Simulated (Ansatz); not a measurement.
Isomers of CH5GeN, relaxed with PBE0-D4/def2-TZVP in Ansatz; electronic energies, one conformer each and not always the lowest. Functionals use def2-TZVPP; CBS adds triple-zeta CCSD(T) − MP2 to the MP2 limit of def2-TZVPP and def2-QZVPP.

Outer-core shells of Ge are correlated without core-valence functions. Scalar relativity is left out up to krypton. Spin–orbit coupling is left out.

**Question.** Order them by energy at frozen-core CCSD(T)/CBS, lowest first. (Estimate.)
A. `[CH3][Ge][NH2]`
B. `[CH2]1[NH][GeH2]1`
C. `C=[N][GeH3]`

**Answer.** A (0.0 kcal/mol), C (29.3 kcal/mol), B (42.5 kcal/mol).

**Question.** How do B2PLYP, ωB97M-V, PBE0-D4, MP2/CBS(def2) place them (kcal/mol, against `[CH3][Ge][NH2]`)? (Estimate.)

**Answer.** Ansatz gave: 
```
             isomer  B2PLYP  ωB97M-V  PBE0-D4  MP2/CBS(def2)
      `C=[N][GeH3]`    28.0     30.0     29.8           30.8
`[CH2]1[NH][GeH2]1`    44.3     44.8     41.6           41.5
```
